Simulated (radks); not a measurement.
Spherical quantum dot in the effective-mass picture: electrons in a parabolic well V = omega^2 r^2 / 2 with omega = 0.0793, all in effective atomic units (hartree* = m*/eps^2 hartree, bohr* = eps/m* bohr), one dielectric constant everywhere. Method: non-relativistic Kohn-Sham, LDA (Slater exchange, Perdew-Wang correlation), spin-polarised, spherical densities; computed with a radial shooting solver with Libxc functionals. Levels are named by radial order and angular momentum (1s, 1p, 1d, 2s, ...), and open shells are averaged over m. Results are scaled to m* = 0.041 and eps = 12.6, for which hartree* = 7.027 meV and bohr* = 16.26 nm. Each electron was tried in the lowest free levels, single moves between levels near the top were tried too, and the lowest total energy was kept; such a search can miss a lower state. At N = 1 the Hartree and exchange-correlation terms need not cancel, so that row can carry a self-interaction error.

N        open shells  2S   E (meV)  mu = E(N) - E(N-1) (meV)  addition energy mu(N+1) - mu(N) (meV)  e(HOMO) (meV)  rms radius (nm)
1   1s(up 1, down 0)   1  0.853111                   0.85311                                  1.210         1.3875            72.03
2               none   0   2.91577                    2.0627                                  1.227         2.5256            85.38
3   1p(up 1, down 0)   1   6.20558                    3.2898                                 0.7662         3.6760            99.28
4   1p(up 2, down 0)   2   10.2616                    4.0560                                 0.7402         4.4313            108.8
5   1p(up 3, down 0)   3   15.0579                    4.7963                                 0.8290         5.1559            116.5
6   1p(up 3, down 1)   2   20.6832                    5.6253                                 0.6487         5.9518            123.6
7   1p(up 3, down 2)   1   26.9571                    6.2740                                 0.6337         6.5936            129.8
8               none   0   33.8648                    6.9076                                 0.8375         7.2187            135.3
9   1d(up 1, down 0)   1   41.6100                    7.7452                                 0.5740         8.0341            141.1
10  1d(up 2, down 0)   2   49.9291                    8.3192                                 0.5624         8.6023            146.3
11  1d(up 3, down 0)   3   58.8107                    8.8815                                 0.5508         9.1588            151.1
12  1d(up 4, down 0)   4   68.2430                    9.4324                                 0.5397         9.7040            155.5
13  1d(up 5, down 0)   5   78.2150                    9.9720                                 0.6200         10.238            159.7
14  1d(up 5, down 1)   4   88.8070                    10.592                                 0.5077         10.847            163.7
15  1d(up 5, down 2)   3   99.9067                    11.100                                 0.5004         11.351            167.5
16  1d(up 5, down 3)   2   111.507                    11.600                                 0.4930         11.848            171.1
17  1d(up 5, down 4)   1   123.600                    12.093                                 0.4857         12.337            174.5
18              none   0   136.179                    12.579                                 0.5430         12.819            177.8
19  2s(up 1, down 0)   1   149.300                    13.122                                 0.5429         13.363            181.0
20              none   0   162.965                    13.665                                 0.4897         13.900            184.2
21  1f(up 1, down 0)   1   177.119                    14.154                                 0.4499         14.380            187.3
22  1f(up 2, down 0)   2   191.724                    14.604                                 0.4447         14.827            190.3
23  1f(up 3, down 0)   3   206.773                    15.049                                 0.4397         15.270            193.2
24  1f(up 4, down 0)   4   222.262                    15.489                                 0.4348         15.707            196.0
25  1f(up 5, down 0)   5   238.185                    15.924                                 0.4301         16.139            198.6
26  1f(up 6, down 0)   6   254.539                    16.354                                 0.4255         16.567            201.3
27  1f(up 7, down 0)   7   271.318                    16.779                                 0.4897         16.990            203.8
28  1f(up 7, down 1)   6   288.587                    17.269                                 0.4123         17.476            206.3
29  1f(up 7, down 2)   5   306.268                    17.681                                 0.4086         17.886            208.8
30  1f(up 7, down 3)   4   324.358                    18.090                                 0.4050         18.293            211.1
31  1f(up 7, down 4)   3   342.853                    18.495                                 0.4015         18.696            213.5
32  1f(up 7, down 5)   2   361.749                    18.896                                      -         19.096            215.7

All shells are closed at N = 2, 8, 18, 20 (there: 1s2 1p6 1d10 2s2); the second difference of the energy has clear peaks (12 % above both neighbours; the first and last values, which can be the largest, are not judged, and half-filled shells can peak too) at N = 8, 13, 27.
